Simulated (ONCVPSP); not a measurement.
**Logarithmic derivatives: S (Z = 16), ONCV**

S, optimised norm-conserving Vanderbilt (ONCV), made with ONCVPSP 4.0.1 (PBEsol, scalar-relativistic). Core [Ne], reference 3s1.5 3p4.5. Waves: 3s: rc 1.55 bohr, ncon 3, nbas 6, qcut 5.3 1/bohr, 2 projectors, debl 1.5 Ha; 3p: rc 1.30 bohr, ncon 3, nbas 6, qcut 5.5 1/bohr, 2 projectors, debl 3.2 Ha; d scattering state at 0.05 Ha: rc 1.20 bohr, ncon 3, nbas 7, qcut 6.7 1/bohr, 3 projectors, debl 2.7 Ha. Local part: polynomial inside 0.75 bohr (lpopt 4, dvloc0 6 Ha). Core correction: none.

The phase is arctan(r·R′/R) of the radial function R(r), unwrapped; energies in Ha, scanned from -2 to 5 Ha. A pole is an energy at which the radial function vanishes at the test radius. The pseudo phase is shifted by a multiple of π to meet the all-electron one at the reference energy, and phase errors are pseudo minus all-electron; the curves can meet again beyond the range given. Levels narrower than the energy grid can be missing from the lists of poles.

| channel | radius (bohr) | reference energy (Ha) | poles, all-electron | poles, pseudo | unbroken range about the reference energy with phases within 0.05 rad | phase error 1 Ha above the reference energy (rad) |
| --- | --- | --- | --- | --- | --- | --- |
| s | 1.57 | -0.64 | 1.71 | 1.71 | below 4.3 | -0.000 |
| p | 1.32 | -0.27 | 4.40 | 4.38 | the whole range | -0.001 |
| d | 1.22 | 0.05 | 4.66 | 4.66 | the whole range | -0.000 |

Note: ghosts flagged at negative energy: d at -974.6 eV; GHOST(+) flagged for s at 192.3 eV. A true bound ghost makes a file unfit for plane-wave use.

Phases in the s channel:

| E (Ha) | all-electron | pseudo |
| --- | --- | --- |
| -1.98 | 0.616 | 0.615 |
| -1.62 | 0.251 | 0.250 |
| -1.26 | -0.261 | -0.262 |
| -0.90 | -0.728 | -0.728 |
| -0.54 | -1.029 | -1.029 |
| -0.18 | -1.211 | -1.211 |
| 0.18 | -1.328 | -1.328 |
| 0.54 | -1.410 | -1.410 |
| 0.90 | -1.471 | -1.471 |
| 1.26 | -1.520 | -1.520 |
| 1.62 | -1.561 | -1.561 |
| 1.98 | -1.598 | -1.598 |
| 2.34 | -1.633 | -1.634 |
| 2.70 | -1.668 | -1.670 |
| 3.06 | -1.705 | -1.709 |
| 3.42 | -1.747 | -1.755 |
| 3.78 | -1.797 | -1.813 |
| 4.14 | -1.861 | -1.896 |
| 4.50 | -1.950 | -2.037 |
| 4.86 | -2.087 | -2.339 |
